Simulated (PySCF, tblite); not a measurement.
Isomers of C5H6NP. Computed values, GFN2-xTB/tblite, gas phase, harmonic and unscaled. The method is semi-empirical: single wavenumbers can be off by several per cent or more. One conformer each.

Electronic energies: PBE0/pcSseg-1 single points on the GFN2-xTB geometries (PySCF, gas phase).

| SMILES | electronic energy, lowest = 0 (kcal/mol) |
| --- | --- |
| Cc1cpccn1 | 0.0 |
| Cc1cncpc1 | 3.8 |
| Cc1ccpcn1 | 1.9 |
| Cc1ccncp1 | 3.6 |
| C=Pn1cccc1 | 16.2 |

How do GFN2-xTB zero-point energies change the relative energies?

| SMILES | ZPE (kcal/mol) | of it from modes above 1550 cm⁻¹ | electronic (kcal/mol) | with ZPE, lowest = 0 (kcal/mol) | lowest mode (cm⁻¹) | rings |
| --- | --- | --- | --- | --- | --- | --- |
| Cc1cpccn1 | 60.7 | 26.0 | 0.0 | 0.0 | 46 | 1 |
| Cc1ccpcn1 | 60.7 | 26.0 | 1.9 | 1.9 | 63 | 1 |
| Cc1ccncp1 | 60.8 | 25.9 | 3.6 | 3.7 | 41 | 1 |
| Cc1cncpc1 | 60.8 | 25.9 | 3.8 | 3.9 | 16 | 1 |
| C=Pn1cccc1 | 60.3 | 29.2 | 16.2 | 15.7 | 37 | 1 |

The zero-point energies span 0.5 kcal/mol, from `C=Pn1cccc1` to `Cc1ccncp1`. The order is unchanged.

And how do the electronic energies of GFN2-xTB itself compare?

`Cc1cpccn1` 0.0; `Cc1ccpcn1` 0.8; `Cc1ccncp1` 2.2; `Cc1cncpc1` 1.4; `C=Pn1cccc1` 2.7 kcal/mol, lowest = 0. Against the energies above, taken from the same isomer `Cc1cpccn1`, the largest difference is 13.5 kcal/mol.

What do entropy and thermal enthalpy add at 298.15 K and 1 bar (rigid rotor, harmonic oscillator, one conformer each)?

| SMILES | point group | symmetry number | S (cal/(mol K)) | H − H(0) (kcal/mol) | ZPE + H − H(0) − TS (kcal/mol) |
| --- | --- | --- | --- | --- | --- |
| Cc1cpccn1 | Cs | 1 | 83.2 | 4.89 | 40.8 |
| Cc1ccpcn1 | Cs | 1 | 82.6 | 4.87 | 41.0 |
| Cc1ccncp1 | Cs | 1 | 83.5 | 4.91 | 40.8 |
| C=Pn1cccc1 | C1 | 1 | 83.4 | 4.88 | 40.3 |

Not tabulated: `Cc1cncpc1` (lowest mode only 16 cm⁻¹).
